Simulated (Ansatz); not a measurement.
C2H9BOSi can be A, `B[SiH](C)OC`, or B, `BOC(C)[SiH3]`.

Isolated molecules relaxed with PBE0-D4/def2-TZVP in Ansatz; ΔE leaves out vibrations. CBS: MP2 limit from def2 TZ/QZ plus the TZ coupled-cluster correction, frozen cores. DFT in def2-TZVPP. B3LYP here is the variant with VWN-RPA as its local correlation; programs differ in this. One conformer a species, not always the lowest.

Which is lower in electronic energy at CCSD(T)/CBS, and by how much? (Estimate.)

The calculation gave: B, by 36.1 kJ/mol.

Give E(B) − E(A) in kJ/mol with CCSD/def2-TZVPP, PBE-D4, B3LYP, B3LYP-D4, B2PLYP, r2SCAN-D4, MP2/def2-TZVPP. (An estimate is asked.)

Ansatz gave: CCSD/def2-TZVPP -35.2, PBE-D4 -42.1, B3LYP -37.3, B3LYP-D4 -39.0, B2PLYP -38.6, r2SCAN-D4 -35.4, MP2/def2-TZVPP -40.9. None reverses the order clearly.

Largest T1 diagnostic: 0.013.

From PBE to PBE0 (25 % exact exchange), in def2-TZVPP and without D4, E(B) − E(A) moves by +5.4 kJ/mol. In def2-TZVPP, CCSD(T) changes the Hartree–Fock value by −14.5 kJ/mol (the triples alone add −4.0 kJ/mol) and MP2 by −16.2 kJ/mol.
